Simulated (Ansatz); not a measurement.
`CB1N[SiH2]1`, 10 atoms. Charge 0, multiplicity 1. All runs use 2 threads of an Arm Neoverse V2 on a shared host. Correlated methods freeze the cores.

(1) Give the basis size and wall time and peak host memory of each of these runs in Ansatz. RKS PBE-D4/def2-TZVPP energy and forces; RKS B2PLYP (frozen core)/def2-TZVPP energy; direct RPA on PBE orbitals/def2-TZVPP energy; RKS ωB97M-V/def2-SVP energy; RKS PBE0-D4/def2-TZVP frequencies; RKS PBE0-D4/def2-SVP energy; RKS PBE-QIDH (frozen core)/def2-TZVPP energy; RHF-MP2/def2-QZVPP energy; RKS PBE0-D4/def2-TZVP relaxation (7 steps); RHF-CCSD(T)/def2-SVP energy; RKS ωB97M-V/def2-QZVPP energy; RHF-CCSD(T)/def2-TZVPP energy. (Estimate.)

Answers

(1) The calculation gave: Other jobs shared the machine, so times are rough.

| level | job | functions | wall time | peak host memory (GiB) |
| --- | --- | --- | --- | --- |
| RKS PBE0-D4/def2-SVP | energy | 90 | 1.1 s | 0.16 |
| RKS PBE-D4/def2-TZVPP | energy and forces | 219 | 2.8 s | 0.24 |
| RHF-CCSD(T)/def2-SVP | energy | 90 | 2.9 s | 0.3 |
| RKS ωB97M-V/def2-SVP | energy | 90 | 4.5 s | 0.24 |
| RKS B2PLYP (frozen core)/def2-TZVPP | energy | 219 | 5.5 s | 0.47 |
| direct RPA on PBE orbitals/def2-TZVPP | energy | 219 | 5.5 s | 0.49 |
| RKS PBE-QIDH (frozen core)/def2-TZVPP | energy | 219 | 6 s | 0.47 |
| RHF-MP2/def2-QZVPP | energy | 421 | 20 s | 2.1 |
| RKS ωB97M-V/def2-QZVPP | energy | 421 | 21 s | 1.3 |
| RKS PBE0-D4/def2-TZVP | relaxation (7 steps) | 166 | 24 s | 0.33 |
| RHF-CCSD(T)/def2-TZVPP | energy | 219 | 74 s | 3.3 |
| RKS PBE0-D4/def2-TZVP | frequencies | 166 | 120 s | 0.34 |
